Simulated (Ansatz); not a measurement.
Consider the hydrogenolysis of the Si–F bond: `F[Si](F)(F)S` + H₂ → `F[SiH](F)S` + H–F.

Program: Ansatz. Geometries: PBE0-D4/def2-TZVP. ΔE: electronic, gas phase. CCSD(T)/CBS is the MP2 limit (def2-TZVPP, def2-QZVPP) plus CCSD(T) − MP2 in def2-TZVPP, frozen cores. This one scheme is used for every species. DFT in def2-TZVPP. B3LYP here is the variant with VWN-RPA as its local correlation; programs differ in this. One conformer a species, not always the lowest.

`F[Si](F)(F)S`:

```xyz
6

F     1.230    0.087   -1.489
Si    0.204    0.287   -0.316
F    -1.107    0.931   -0.900
F     0.796    1.341    0.692
S    -0.128   -1.580    0.561
H    -0.996   -1.068    1.452
```

H₂:

Z-matrix (Å, degrees):
```
H
H 1 0.746
```

`F[SiH](F)S`:

```xyz
6

F     1.531   -0.411    0.618
Si    0.361    0.311   -0.172
F     0.386   -0.321   -1.625
S    -1.498    0.004    0.765
H     0.634    1.753   -0.253
H    -1.413   -1.336    0.667
```

H–F:

Cartesian coordinates in Å:
```
F 0.168 0.141 -0.405
H -0.168 -0.141 0.405
```

Is it downhill or uphill in electronic energy at CCSD(T)/CBS, and by how much? (Best estimate.)

Ansatz gave: Uphill: ΔE = +30.9 kcal/mol.

What do these levels give: LDA (SPW92), revPBE-D4, B3LYP-D4, PBE0, LC-ωPBE, HF/def2-QZVPP? (An estimate is asked.)

Computed: LDA (SPW92) 30.1, revPBE-D4 29.7, B3LYP-D4 31.3, PBE0 29.1, LC-ωPBE 29.9, HF/def2-QZVPP 31.7 kcal/mol.

What do rigid-rotor, harmonic-oscillator terms from PBE0-D4/def2-TZVP frequencies (298.15 K, 1 bar) make of the CCSD(T)/CBS value? (Estimate.)

Ansatz gave: ΔZPE = +2.9 kcal/mol, ΔH = +33.3 kcal/mol, ΔS = 26 J/(mol·K), ΔG = +31.5 kcal/mol.

Largest T1 diagnostic among the species: 0.012.

From r2SCAN to r2SCAN0 (25 % exact exchange), in def2-TZVPP and without D4, ΔE moves by −0.8 kcal/mol. The D4 term adds +0.8 kcal/mol with B3LYP and +0.4 kcal/mol with PBE0; it sums over pairs of atoms, weighted by their polarisabilities, and B3LYP, whose exchange is more repulsive, gets the larger term. At CCSD(T), def2-SVP lies −3.5 kcal/mol from the extrapolated value and def2-TZVPP +0.0 kcal/mol.
